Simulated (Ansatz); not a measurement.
Stepwise reaction of `[SH][Ge]([SH])([SH])[SH]` with hydrogen fluoride, as a gas-phase model of exchange steps in deposition or etching. ΔE in kJ/mol; ΔG adds harmonic PBE0-D4 terms to CCSD(T)/CBS, at 1 bar.

Gas-phase electronic energies from Ansatz, PBE0-D4/def2-TZVP geometries. CCSD(T)/CBS is the MP2 limit (def2-TZVPP, def2-QZVPP) plus CCSD(T) − MP2 in def2-TZVPP, frozen cores. This one scheme is used for every species. DFT in def2-TZVPP. B3LYP here is the variant with VWN-RPA as its local correlation; programs differ in this. For Ge outer-core shells are correlated without core-valence functions, which leaves a few kJ/mol of doubt a bond. Scalar relativity is left out up to krypton. One conformer a species, not always the lowest.

```tsv
step	reaction	PBE-D4	B3LYP-D4	ωB97M-V	CCSD(T)/CBS	ΔG(400 K)
1	`[SH][Ge]([SH])([SH])[SH]` + H–F → `[F][Ge]([SH])([SH])[SH]` + H₂S	-7.3	-13.8	-17.3	-6.7	-18.3
3	`[F][Ge]([F])([SH])[SH]` + H–F → `[F][Ge]([F])([F])[SH]` + H₂S	-1.5	-9.9	-12.7	-5.7	-15.4
4	`[F][Ge]([F])([F])[SH]` + H–F → `[F][Ge]([F])([F])[F]` + H₂S	8.0	-0.1	-3.0	2.5	5.3
```

Question: Give the row of step 2, `[F][Ge]([SH])([SH])[SH]` + H–F → `[F][Ge]([F])([SH])[SH]` + H₂S. (An estimate is asked.)

Answer: The calculation gave: 
```json
{"step": "2", "reaction": "`[F][Ge]([SH])([SH])[SH]` + H–F → `[F][Ge]([F])([SH])[SH]` + H₂S", "PBE-D4": "-6.4", "B3LYP-D4": "-14.3", "ωB97M-V": "-17.3", "CCSD(T)/CBS": "-8.6", "ΔG(400 K)": "-16.7"}
```

Question: By hand: ΔE of the 4 steps together at CCSD(T)/CBS.

Answer: (-6.7) + (-8.6) + (-5.7) + (2.5) = -18.5 kJ/mol, or -4.6 kJ/mol a step.

In ΔE step 2 is the lowest and step 4 the highest. ΔG lies between -18.3 and 5.3 kJ/mol a step. PBE-D4 differs from CCSD(T)/CBS by -0.6 to 5.5 kJ/mol a step. Isolated molecules leave out the surface, adducts and barriers. Largest T1 diagnostic: 0.012.
